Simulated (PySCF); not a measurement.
**Run times: ruthenium in aug-cc-pVTZ-PP with ECP28MDF**

Measured wall times of calculations with PySCF 2.14 in aug-cc-pVTZ-PP with ECP28MDF (6s6p5d3f2g, 88 functions), with scalar relativity through the core potential, run from one Python driver. Hardware: 1 thread of Neoverse-V2 on a shared host, 1.3 GiB allowed. The two-electron integrals over 88 functions were computed once and kept in memory (0.68 CPU seconds with the set-up); the times below exclude them. Kohn-Sham runs start from converged Hartree-Fock orbitals.

Launch command (the driver calls PySCF for each step listed in the task file):

```bash
OMP_NUM_THREADS=1 python atomrun2.py TASK.json OUT
```

| species | step | iterations | wall time (s) |
| --- | --- | --- | --- |
| Ru [Kr] 4d6 5s1 6s1 | UHF | 9 | 1.1 |
| Ru [Kr] 4d6 5s1 6s1 | LDA | 8 | 0.98 |
| Ru [Kr] 4d6 5s1 6s1 | PBE | 8 | 1.4 |
| Ru [Kr] 4d6 5s1 6s1 | PBE0 | 8 | 1.8 |
| Ru [Kr] 4d6 5s1 6s1 | r2SCAN | 8 | 3.6 |
| Ru [Kr] 4d6 5s1 6s1 | B97-3 | 12 | 2.7 |
| Ru [Kr] 4d6 5s1 6s1 | TPSSh | 7 | 3.7 |
| Ru [Kr] 4d6 5s1 6s1 | BP86 | 9 | 1.5 |
| Ru [Kr] 4d6 5s1 6s1 | B3LYP | 8 | 1.9 |
| Ru [Kr] 4d6 5s1 6s1 | MP2 (8 electrons) |  | 0.4 |
| Ru [Kr] 4d6 5s1 5p1 | UHF | 8 | 1.2 |
| Ru [Kr] 4d6 5s1 5p1 | LDA | 6 | 0.77 |
| Ru [Kr] 4d6 5s1 5p1 | PBE | 7 | 1.2 |
| Ru [Kr] 4d6 5s1 5p1 | PBE0 | 6 | 1.4 |
| Ru [Kr] 4d6 5s1 5p1 | r2SCAN | 7 | 3.2 |
| Ru [Kr] 4d6 5s1 5p1 | B97-3 | 7 | 1.7 |
| Ru [Kr] 4d6 5s1 5p1 | TPSSh | 6 | 3.2 |
| Ru [Kr] 4d6 5s1 5p1 | BP86 | 6 | 1.1 |
| Ru [Kr] 4d6 5s1 5p1 | B3LYP | 6 | 1.5 |
| Ru [Kr] 4d6 5s1 5p1 | MP2 (8 electrons) |  | 0.41 |
| Ru [Kr] 4d8 | UHF | 8 | 1.1 |
| Ru [Kr] 4d8 | LDA | 7 | 0.88 |
| Ru [Kr] 4d8 | PBE | 7 | 1.2 |
| Ru [Kr] 4d8 | PBE0 | 7 | 1.6 |
| Ru [Kr] 4d8 | r2SCAN | 7 | 3.2 |
| Ru [Kr] 4d8 | B97-3 | 7 | 1.7 |
| Ru [Kr] 4d8 | TPSSh | 7 | 3.7 |
| Ru [Kr] 4d8 | BP86 | 7 | 1.2 |
| Ru [Kr] 4d8 | B3LYP | 7 | 1.8 |
| Ru [Kr] 4d8 | MP2 (8 electrons) |  | 0.39 |

Peak memory of the process: 0.31 GiB. Times on a shared host vary from run to run.
